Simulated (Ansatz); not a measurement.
C₁₄H₈O₂⁻, that is anthraquinone with one electron more. Total charge -1; doublet. Geometry PBE-D4/def2-SVP, that of the neutral singlet.

```tsv
atom	x (Å)	y (Å)	z (Å)
O1	2.5469	-0.9331	-0.2040
C2	1.3938	-0.5106	-0.1115
C3	0.2613	-1.4101	0.2651
C4	0.5286	-2.7687	0.5171
C5	-0.5105	-3.6366	0.8715
C6	-1.8289	-3.1534	0.9777
C7	-2.1041	-1.8039	0.7290
C8	-1.0654	-0.9239	0.3720
C9	-1.3935	0.5110	0.1132
O10	-2.5464	0.9337	0.2066
C11	-0.2611	1.4103	-0.2641
C12	-0.5285	2.7688	-0.5168
C13	0.5104	3.6364	-0.8724
C14	1.8287	3.1531	-0.9789
C15	2.1040	1.8039	-0.7294
C16	1.0655	0.9241	-0.3711
H17	1.5694	-3.1130	0.4252
H18	-0.2976	-4.6985	1.0678
H19	-2.6439	-3.8387	1.2567
H20	-3.1221	-1.3937	0.8030
H21	-1.5693	3.1131	-0.4247
H22	0.2974	4.6982	-1.0694
H23	2.6435	3.8382	-1.2589
H24	3.1220	1.3936	-0.8035
```

At PBE-D4/def2-SVP, PBE0-D4/def2-SVP the highest occupied level of the charge -1 doublet lies above zero (up to 0.77 eV). By energy differences its removal costs 1.51 eV (vertical, to the charge 0 singlet, at PBE-D4/def2-SVP); self-interaction error and the lack of diffuse functions both raise the level.

Question: Estimate the α-spin orbital energies around the gap (eV) in Ansatz with PBE-D4/def2-SVP, PBE0-D4/def2-SVP.

Answer: 
```tsv
orbital	PBE-D4/def2-SVP	PBE0-D4/def2-SVP
HOMO−5	-2.57	-3.74
HOMO−4	-2.50	-3.64
HOMO−3	-2.45	-3.56
HOMO−2	-1.42	-3.14
HOMO−1	-1.13	-2.80
HOMO	0.77	0.01
LUMO	1.67	2.34
LUMO+1	2.49	3.12
LUMO+2	2.74	3.64
LUMO+3	4.28	5.18
LUMO+4	4.33	5.31
LUMO+5	4.46	5.33
β HOMO	-1.01	-2.65
β LUMO	1.17	1.99
```
